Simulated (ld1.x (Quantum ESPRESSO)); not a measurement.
# u(r) = r·R(r): atom against pseudo-atom (zinc (Zn))

Columns: radius, all-electron u(r) and pseudo u(r) of the 4p shell (level -1.41 eV) of zinc in the configuration [Ar] 3d10 4s1.75 4p0.25; PBE, scalar-relativistic, ultrasoft scheme, ld1.x (Quantum ESPRESSO) 7.5.

```tsv
r (bohr)	all-electron	pseudo
0.105	0.0941	0.0021
0.210	0.0362	0.0082
0.315	-0.0729	0.0182
0.420	-0.1432	0.0319
0.525	-0.1618	0.0490
0.630	-0.1417	0.0691
0.735	-0.0987	0.0918
0.840	-0.0444	0.1167
0.945	0.0135	0.1432
1.050	0.0708	0.1709
1.155	0.1252	0.1993
1.260	0.1755	0.2280
1.365	0.2212	0.2566
1.470	0.2623	0.2848
1.575	0.2989	0.3120
1.680	0.3313	0.3381
1.785	0.3597	0.3627
1.890	0.3845	0.3855
1.995	0.4059	0.4061
2.100	0.4243	0.4243
2.205	0.4398	0.4398
2.310	0.4528	0.4528
2.415	0.4633	0.4633
2.520	0.4718	0.4718
2.625	0.4782	0.4782
2.730	0.4830	0.4830
```

Question: How many radial nodes do the two functions have?

Answer: The all-electron 4p function has n − l − 1 = 2; the pseudo-wave has 0, since the states of the same l below it are removed with the core.

Question: At about which radius was the pseudo-wave matched?

Answer: 2.10 bohr, where the columns begin to agree (steps of 0.10 bohr).

Question: Is the pseudo-wave norm-conserving?

Answer: No, it belongs to an ultrasoft set: the norm inside the radius is not constrained, and the difference is carried by the augmentation charge.
